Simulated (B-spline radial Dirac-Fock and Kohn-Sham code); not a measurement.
**Compton profile of Si²⁺**

System: silicon as Si²⁺ in the configuration [Ne] 3s2.

Calculated with a B-spline atomic structure program, using the impulse approximation on relativistic Hartree-Fock (Dirac-Fock) wave functions, averaged over the configuration. pz is in atomic units of momentum; subshell profiles are per electron, for a selection of subshells; open shells are spread over both j values by their weights.

```
 pz    J total   J 2s1/2   J 2p3/2   J 3s1/2
  0      3.330     0.273     0.149     0.883
0.1      3.274     0.272     0.149     0.856
0.2      3.116     0.270     0.149     0.779
0.3      2.884     0.266     0.149     0.668
0.4      2.616     0.261     0.149     0.539
0.5      2.345     0.254     0.148     0.411
0.6      2.100     0.246     0.148     0.298
0.8      1.733     0.226     0.147     0.137
  1      1.521     0.204     0.145    0.0602
1.2      1.400     0.180     0.142    0.0340
1.4      1.313     0.156     0.137    0.0289
1.6      1.229     0.133     0.131    0.0286
1.8      1.140     0.111     0.124    0.0276
  2      1.047    0.0911     0.116    0.0248
2.5     0.8187    0.0525    0.0950    0.0151
  3     0.6252    0.0283    0.0741   0.00756
  4     0.3664   0.00835    0.0415   0.00155
  5     0.2282   0.00451    0.0222  0.000466
  7     0.1083   0.00412   0.00638  0.000357
 10    0.04611   0.00252   0.00117  0.000225
 15    0.01365  0.000717  0.000111  6.30e-05
 20   0.004583  0.000214  1.69e-05  1.85e-05
 30  0.0007292  2.93e-05    < 1e-6  2.48e-06
 40  0.0001690  6.32e-06    < 1e-6    < 1e-6
 60  1.894e-05    < 1e-6    < 1e-6    < 1e-6
```

J(0) = 3.330. The 3s1/2 subshell gives the largest part, 53 %.

Mean momentum ⟨p⟩ by subshell (a.u.): 1s1/2 11.5, 2s1/2 3.30, 2p1/2 4.37, 2p3/2 4.35, 3s1/2 1.07.
